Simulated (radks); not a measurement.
Problem. Au4+, 75 electrons, occupied as [Xe] 4f14 5d7. Calculated with a radial shooting solver on a logarithmic mesh with Libxc functionals: non-relativistic Kohn-Sham, MS2 meta-GGA, spin-polarised, spherical densities, point nucleus; open shells are filled with parallel spins first (spin-orbit coupling, left out, can overturn this in heavy ions); meta-GGA in the generalised Kohn-Sham scheme; relativity is left out, which matters for an element this heavy. Some entries of the table are withheld. Estimate them.

orbital  occ.  eigenvalue (eV)  <r^2> (bohr^2)
1s up       1        -73174.31       0.0004905
1s down     1        -73174.30       0.0004905
2s up       1        -12260.84        0.007629
2s down     1        -12260.61        0.007629
2p up       3        -11782.83        0.005633
2p down     3        -11782.64        0.005633
3s up       1        -2913.784         0.04720
3s down     1        -2913.782         0.04719
3p up       3        -2688.817         0.04351
3p down     3        -2688.782         0.04351
3d up       5        -2272.573         0.03356
3d down     5        -2272.398         0.03356
4s up       1        -659.9699          0.2258
4s down     1        -659.7578          0.2258
4p up       3        -562.5369          0.2320
4p down     3        -562.2931          0.2319
4d up       5        -384.6978          0.2448
4d down     5        -384.3805          0.2446
4f up       7        -147.4558          0.2853
4f down     7        -147.0497          0.2837
5s up       1              (1)             (2)
5s down     1              (3)             (4)
5p up       3        -107.2776           1.355
5p down     3        -104.4665           1.348
5d up       5         -57.4680           2.109
5d down     2         -54.7912           2.145

Solution. 
(1) 5s up eigenvalue (eV): -138.3957
(2) 5s up <r^2> (bohr^2): 1.163
(3) 5s down eigenvalue (eV): -135.6829
(4) 5s down <r^2> (bohr^2): 1.154
